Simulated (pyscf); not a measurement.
**O⁻–CH₂–CH₂–OH, singlet**

Gas-phase minimum from PySCF at ωB97X-D3(BJ)/def2-SVPD, one conformer. O⁻–CH₂–CH₂–OH lies 11.1 kcal/mol over its isomer H₃C–CH(O⁻)–OH (electronic energy, ωB97M-D3(BJ)/def2-TZVPD). 

```xyz
9

C     -1.2833    -0.1528     0.4416
C      0.2348     0.1677     0.6400
O      0.4641     1.4436     0.2361
H     -1.6504    -0.9208     1.1509
H     -1.4594    -0.5295    -0.5905
H      0.8248    -0.6158     0.0889
O     -1.9633     1.0649     0.6384
H      0.4722    -0.0034     1.7308
H     -1.1676     1.6714     0.4719
```
Charge -1, spin multiplicity 1.

Bonds (Å): C1–C2 1.564, C1–H4 1.108, C1–H5 1.113, C1–O7 1.409, C2–O3 1.358, C2–H6 1.125, C2–H8 1.129, O7–H9 1.014. Angles (°): C2–C1–H4 112.5, C2–C1–H5 109.9, C2–C1–O7 105.9, H4–C1–H5 107.9, H4–C1–O7 110.5, H5–C1–O7 110.2, C1–C2–O3 108.6, C1–C2–H6 107.7, C1–C2–H8 107.2, O3–C2–H6 114.8, O3–C2–H8 113.2, H6–C2–H8 104.9, C1–O7–H9 96.6.

Properties at ωB97X-D3(BJ)/def2-SVPD:

| Quantity | Value |
|---|---|
| Harmonic wavenumbers, unscaled | 167, 357, 625, 870, 892, 946, 1115, 1145, 1179, 1201, 1240, 1312, 1365, 1471, 1491, 1528, 2738, 2788, 2938, 2998, 3014 cm⁻¹ |
| Zero-point energy | 44.9 kcal/mol |
| Rotational symmetry number | 1 |
| Entropy of this conformer at 298 K and 1 atm, rigid rotor and harmonic oscillator, modes under 100 cm⁻¹ raised to 100 | 279.9 J/(mol K) |
| Dipole moment | depends on origin |

Single-point totals, which compare only within one level (frozen core for MP2 and CC):

```
level                    total energy (hartree)
-----------------------  ----------------------
ωB97X-D3(BJ)/def2-TZVPD              -229.82626
PBE/def2-TZVPD                       -229.50154
r²SCAN/def2-TZVPD                    -229.63699
B3LYP-D3(BJ)/def2-TZVPD              -229.77596
PBE0-D3(BJ)/def2-TZVPD               -229.50669
M06-2X/def2-TZVPD                    -229.65993
ωB97M-D3(BJ)/def2-TZVPD              -229.81284
HF/def2-TZVPPD                       -228.42116
MP2/def2-TZVPPD                      -229.28256
CCSD/def2-TZVPPD                     -229.29936
CCSD(T)/def2-TZVPPD                  -229.33612
```

Soft torsions are taken as harmonic, which can shift the entropy by several J/(mol K). The CCSD(T) − MP2 part came from Ansatz, without density fitting, on the same reference.
